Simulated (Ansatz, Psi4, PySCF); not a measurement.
S₂ (SMILES S=S), triplet, geometry from GFN2-xTB. Base run: B97M-V/aug-cc-pVDZ in PySCF.

The PySCF input:
```python
from pyscf import gto, scf, dft

mol = gto.Mole()
mol.atom = '''
    S    -0.00000000   -0.00000000   -0.95002097
    S     0.00000000    0.00000000    0.95002097
'''
mol.basis = 'aug-cc-pvdz'
mol.spin = 2
mol.verbose = 3
mol.build()

mf = dft.UKS(mol)
mf.xc = 'b97m_v'
mf.kernel()
```

The same geometry, method and basis name were run in Ansatz (a program for electronic structure) and Psi4 and PySCF, at each program's defaults and at the settings that a row names. The base is PySCF at its defaults. Differences at the defaults can come from grids, fitting, cores and function types together.

| code and settings | ΔE vs base (mEh) | basis functions | E (Eh) | SCF cycles |
|---|---|---|---|---|
| PySCF, defaults (exact integrals, its default grid, spherical functions) | 0.000 | 54 | -796.17143 | 7 |
| Psi4, defaults (density fitting with its default set, its default grid, spherical functions) | -0.038 | 54 | -796.17147 | 7 |
| Ansatz, defaults (factorised integrals, its default grid, spherical functions) | 0.010 | 54 | -796.17142 | - |
| PySCF, density fitting with def2-universal-jkfit | -0.030 | 54 | -796.17146 | 7 |
| PySCF, fine grid | 0.010 | 54 | -796.17142 | 7 |
| Psi4, exact integrals, spherical functions, fine grid | 0.013 | 54 | -796.17142 | 9 |
| Ansatz, high accuracy | 0.007 | 54 | -796.17143 | - |

Open shells are given as the SCF converged; they aren't shown to be the lowest states, and a large step between rows can be another state.
